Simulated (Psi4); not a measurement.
Computed with SAPT0/jun-cc-pVDZ, frozen core (Psi4).

Psi4 input:

```
molecule {
0 1
C -0.49590227 -0.08067794 0.32505346
C 0.49590947 0.08072338 -0.32503566
H -1.37676036 -0.22418153 0.90187018
H 1.37675316 0.22413610 -0.90188798
--
0 1
O 0.70361669 3.30288033 -0.72034129
C -0.25540220 3.32429272 -0.07609207
S -1.55191040 3.35324074 0.79487595
units angstrom
symmetry c1
no_reorient
no_com
}
set basis jun-cc-pvdz
set scf_type df
set freeze_core true
energy('sapt0')
```

Part of the output:

```
    SAPT Results
  --------------------------------------------------------------------------------------------------------
    Electrostatics                 -4.66594645 [mEh]      -2.92792560 [kcal/mol]     -12.25044071 [kJ/mol]
      Elst10,r                     -4.66594645 [mEh]      -2.92792560 [kcal/mol]     -12.25044071 [kJ/mol]

    Exchange                        6.54364446 [mEh]       4.10619889 [kcal/mol]      17.18033617 [kJ/mol]
      Exch10                        6.54364446 [mEh]       4.10619889 [kcal/mol]      17.18033617 [kJ/mol]
      Exch10(S^2)                   6.51167524 [mEh]       4.08613790 [kcal/mol]      17.09640099 [kJ/mol]

    Induction                      -0.57603769 [mEh]      -0.36146911 [kcal/mol]      -1.51238674 [kJ/mol]
      Ind20,r                      -3.70259228 [mEh]      -2.32341173 [kcal/mol]      -9.72115470 [kJ/mol]
      Exch-Ind20,r                  3.43760476 [mEh]       2.15712955 [kcal/mol]       9.02543005 [kJ/mol]
      delta HF,r (2)               -0.31105016 [mEh]      -0.19518692 [kcal/mol]      -0.81666209 [kJ/mol]

    Dispersion                     -3.44783297 [mEh]      -2.16354786 [kcal/mol]      -9.05228423 [kJ/mol]
      Disp20                       -4.07906507 [mEh]      -2.55965197 [kcal/mol]     -10.70958386 [kJ/mol]
      Exch-Disp20                   0.63123209 [mEh]       0.39610412 [kcal/mol]       1.65729963 [kJ/mol]
      Disp20 (SS)                  -2.03953253 [mEh]      -1.27982599 [kcal/mol]      -5.35479193 [kJ/mol]
      Disp20 (OS)                  -2.03953253 [mEh]      -1.27982599 [kcal/mol]      -5.35479193 [kJ/mol]
      Exch-Disp20 (SS)              0.34193424 [mEh]       0.21456697 [kcal/mol]       0.89774821 [kJ/mol]
      Exch-Disp20 (OS)              0.28929786 [mEh]       0.18153715 [kcal/mol]       0.75955142 [kJ/mol]

  Total HF                          1.30166033 [mEh]       0.81680419 [kcal/mol]       3.41750872 [kJ/mol]
  Total SAPT0                      -2.14617265 [mEh]      -1.34674367 [kcal/mol]      -5.63477550 [kJ/mol]
```
